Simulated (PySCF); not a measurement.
H3N, SMILES N. Atoms are numbered in the order given.

```xyz
4

N      0.0000     0.0000     0.1117
H      0.8165    -0.4714    -0.2605
H     -0.8165    -0.4714    -0.2605
H      0.0000     0.9428    -0.2605
```

Geometry optimised at B3LYP-D3(BJ)/def2-TZVP.

Calculation: B3LYP/pcSseg-2 run with PySCF.

GIAO shieldings, no solvent; atoms alike by connectivity are averaged. δ = σ(ref) − σ: ¹H against TMS (σ = 31.68 ppm), references at their B3LYP-D3(BJ)/def2-TZVP geometries, non-relativistic.

### Question
Estimate the chemical shifts. (An estimate is asked for; the answer gives what the named calculation found.)

### Answer

```json
[
 {"nucleus": "¹H", "atoms": "H2, H3, H4", "count": "3", "δ (ppm)": "0.05"}
]
```
